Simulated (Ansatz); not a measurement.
```
atom   x (Å)   y (Å)   z (Å)
  Ni  0.0000  0.0000  0.0000
  Se  0.0000  0.0000  2.1000
```

Basis set: pcseg-2 (spherical functions). Charge 0, multiplicity 3.

Computed with Ansatz (development build ahead of 0.2.0); each method stands on the lowest determinant of its kind that the runs found.

Question: Give the atomization energy at this shape (free ground-state atoms in the same class of orbitals less the molecule, no zero-point energy) of triplet NiSe by r²SCAN (unrestricted), UHF.

Answer:

| method | atomization energy |
| --- | --- |
| r²SCAN (unrestricted) | 82.93 kcal/mol |
| UHF | 2.57 kcal/mol |

Caution: another spin multiplicity may lie lower. Caution for UHF: the unrestricted determinant is a mixture of spin states.

The shape needn't be a minimum at these levels.
